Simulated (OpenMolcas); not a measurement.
# Ni⁵⁺: effect of the IPEA shift

```yaml
Program: OpenMolcas
Basis: ANO-RCC-VTZP [6s5p3d2f1g]
Scalar_Hamiltonian: DKH2, point nucleus
Active_space: 11 electrons in 8 orbitals (RAS1 3p, at most 2 holes; RAS2 3d)
State_averaging: 2S+1 = 6 even, 1 root; 2S+1 = 4 even, 24 roots; 2S+1 = 2 even, 53 roots
Spin-orbit_coupling: RASSI with atomic mean-field integrals over the reference wave functions, term energies averaged over their components
```

Methods on the same reference wave functions:
A. RASSCF
B. MS-RASPT2, IPEA 0 Eh, imaginary shift 0.1 Eh (closed shells correlated: 3s)
C. MS-RASPT2, IPEA 0.25 Eh, imaginary shift 0.1 Eh (closed shells correlated: 3s)

Energies in cm-1 above 3d5 6S 5/2, the measured ground level; measured values from Corliss and Sugar, J. Phys. Chem. Ref. Data 10, 197 (1981).

```csv
Level,A,B,C,Measured
3d5 6S 5/2,0.0,0.0,0.0,0.0
3d5 4G 5/2,47634,42790,43150,
3d5 4G 7/2,47725,42880,43240,
3d5 4G 11/2,47752,42900,43260,41921
3d5 4G 9/2,47780,42930,43290,
3d5 4P 5/2,49153,47170,47580,45884
3d5 4P 3/2,49303,47370,47770,46104
3d5 4P 1/2,49440,47600,48000,46325
3d5 4D 7/2,56579,51630,52040,50331
3d5 4D 1/2,56759,51860,52260,
3d5 4D 3/2,56871,52070,52470,
3d5 4D 5/2,56890,52120,52520,
3d5 2D 5/2 [66 %],69664,65980,66640,64152
3d5 2I 11/2,69734,62300,62890,61196
3d5 2I 13/2,69971,62500,63090,61280
3d5 2D 3/2,70846,67070,67710,65174
3d5 2F 7/2(1),72890,68910,69580,
3d5 4F 9/2,75276,70140,70560,
3d5 4F 7/2,75376,70330,70760,
3d5 4F 3/2,75709,70750,71190,
3d5 2H 9/2,80387,74500,75140,72909
3d5 2H 11/2,81035,75370,75990,73757
3d5 2G 7/2,83954,76460,77150,74628
3d5 2G 9/2,84413,77210,77880,75442
```

Deviations, from unrounded energies. A percentage is the sum of absolute deviations over the sum of measured energies, with the sign that they share, or ± where signs differ.

```json
{"Against measurement": "mean absolute deviation (cm-1)", "Levels": "13", "A": "6400", "B": "1500", "C": "2000"}
{"Against measurement": "other terms of the ground configuration (%)", "Levels": "13", "A": "+10.7", "B": "+2.4", "C": "+3.3"}
```

B lies closest to measurement on these levels and A furthest from it. The largest miss of B in the table is 3d5 2D 3/2, by +1900 cm-1. The ranking rests on the paired levels alone, and a cruder setting can come out closer through cancelling errors.

Between B and C the level of the table that moves most is 3d5 2G 7/2, by 690 cm-1 (lowest in B, highest in C). Moves below CASPT2's spread within the term are not significant.

The mean deviations of B to C differ by less than CASPT2's widest spread within a term (630 cm-1), so their order carries little weight.

From A to B the spin-free energies of the other terms of 3d5 shown, above 6S, scale by factors of 0.89 to 0.96, as is usual when dynamic correlation screens the repulsion within a d or f shell.

The lowest spin-free term lies below A's lowest term by 0.364 hartree in B, 0.359 hartree in C.

Term energies are means over components that CASPT2 splits; among the terms shown or strongly mixed into the levels shown the widest spread is 630 cm-1 (3d5 2I, C). Active for correlation alone: 3p; no level in the range computed is led by a configuration that opens it, so any true level of that kind is missing. Without dynamic correlation excited terms often stand tens of per cent too high (terms of higher spin than the ground term too low), and those without a measured partner can miss by more than the paired ones (holds for A). Some levels mix across a computed gap that differs much from the measured one, so their mixing is not that of the real levels (holds for A). Computed and measured levels are paired by configuration, term and J; levels that our copy of the source lacks, or whose pairing is in doubt (as where it misses far off the trend of its configuration), stay unpaired and out of the deviations. Only configurations of the active space appear. Levels that lie high or do not pair safely by name in every column are left out.

A share in square brackets marks a mixed level and gives the weight of the term that names it, the lowest over the columns. A number in round brackets counts repeated terms of one configuration in the order of the reference energies.
